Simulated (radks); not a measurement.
The numbers below are computed, except where a source is named.
Ta71+, configuration [He].

Code: a radial shooting solver on a logarithmic mesh with Libxc functionals. Model: Dirac Kohn-Sham, PBE, spin-unpolarised, spherical densities, point nucleus.

Energy parts (eV):
total: -155674.98
kinetic: 183857.90
electron-nucleus: -340934.67
Hartree: 2785.03
exchange-correlation: -1383.24

Orbitals (lengths in bohr, moments of r in powers of bohr):
orbital  occ.  eigenvalue (eV)      <r>       <r^4>
1s1/2       2        -76632.17  0.01856   6.023e-07
2s1/2       0        -19234.94  0.07427  0.00007321
2p1/2       0        -19099.43  0.06076  0.00004151
2p3/2       0        -17625.46  0.06781  0.00005835

The highest occupied level is 1s1/2 at -76632 eV. Summed over all electrons, <r^2> = 0.0009457 bohr^2, which gives a Langevin (diamagnetic) susceptibility term of -0.000749 x 10^-6 cm^3/mol. The density falls to 0.001 e/bohr^3 at r = 0.13 bohr.
